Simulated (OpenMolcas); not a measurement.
# Pd3+: moving the ligands

Pd3+ with 6 ligands (oxide) in octahedral coordination (Oh) at 2.14 Å. A charge of +1.5 e stands 2.8 Å behind each ligand. Ligand basis ANO-RCC-VDZP.
```
Pd    0.0000    0.0000    0.0000
O     2.1400    0.0000    0.0000
O     0.0000    2.1400    0.0000
O    -2.1400    0.0000    0.0000
O     0.0000   -2.1400    0.0000
O     0.0000    0.0000    2.1400
O     0.0000    0.0000   -2.1400
```

* Program: OpenMolcas
* Method: CASSCF
* Basis: ANO-RCC-VDZP [6s5p3d1f]
* Scalar Hamiltonian: DKH2, point nucleus
* Active space: 7 electrons in 5 orbitals (4d)
* State averaging: 2S+1 = 4 even, 10 roots; 2S+1 = 2 even, 40 roots
* Spin-orbit coupling: RASSI with atomic mean-field integrals over the reference wave functions

Runs around this geometry, states (labels of O, the rotations of Oh). Energies in cm-1 above the lowest state or level, χT in cm3 K/mol; under a threefold ground state the first gap can be a small split of the lowest multiplet, not the spin-orbit step; 10Dq and B are least-squares fits to the states below 45000 cm-1, weighted by degeneracy, with a free offset, and given where the rms deviation is under 5 % of |10Dq| (or 100 cm-1) and under 700 cm-1.

```json
{"R (Å)": "2.06", "Ground state": "2E", "First state of that spin": "13961", "10Dq": "16794", "B (rms of fit)": "735 (547)", "First gap with spin-orbit (degeneracies)": "1009 (4, 2)", "χT at 300 K": "0.759", "First state of another spin": "4T1 1575"}
{"R (Å)": "2.14", "Ground state": "4T1", "First state of that spin": "4T2 12260", "10Dq": "14505", "B (rms of fit)": "741 (571)", "First gap with spin-orbit (degeneracies)": "472.7 (2, 4)", "χT at 300 K": "2.777", "First state of another spin": "2E 1212"}
{"R (Å)": "2.19", "Ground state": "4T1", "First state of that spin": "4T2 11017", "10Dq": "13320", "B (rms of fit)": "754 (584)", "First gap with spin-orbit (degeneracies)": "712.7 (2, 4)", "χT at 300 K": "2.896", "First state of another spin": "2E 2698"}
```

Taking |10Dq| as R^-n, n = -ln(13320 / 16794) / ln(2.19 / 2.06) = 3.8 between the shortest and longest distance. The point-charge formula for a cubic d site gives n = 5.

The ground state changes within this set.

Without dynamic correlation the repulsion within the d shell is too large (B by tens of per cent), so at a given field states of lower spin stand too high. The oxide ions are held by bare point charges, a crude embedding. With metal d orbitals alone the field can be off either way by tens of per cent. Ligand-to-metal charge-transfer states are missing. With no ligand orbital active B as a rule stays too high, so bands that hang on it stand too high and its fall with covalency is understated. An orbital doublet at a regular site is open to a Jahn-Teller distortion, which this geometry leaves out (holds for R = 2.06). This shell can be high or low spin here, a state of another spin lies low, and with metal d orbitals alone active their balance is uncertain, so the ground spin may be wrong, although the usual error favours high spin (holds for R = 2.06). The least metal-like active orbital is 72 % on the metal (Löwdin) and no ligand orbital is active, so the numbers are rough (holds for R = 2.06). An orbital triplet at a regular site is open to Jahn-Teller coupling, which can distort the site and quench the lowest spin-orbit gaps and is left out (holds for R = 2.14; R = 2.19). This shell can be high or low spin here, a state of another spin lies low, and with metal d orbitals alone active their balance is uncertain, so the ground spin may be wrong (holds for R = 2.14; R = 2.19). The least metal-like active orbital is 77 % on the metal (Löwdin) and no ligand orbital is active, so the numbers are rough (holds for R = 2.14). The least metal-like active orbital is 78 % on the metal (Löwdin) and no ligand orbital is active, so the numbers are rough (holds for R = 2.19). No measured value stands beside these numbers; the geometry is a model, was not optimised and need not be the one that this ion takes.
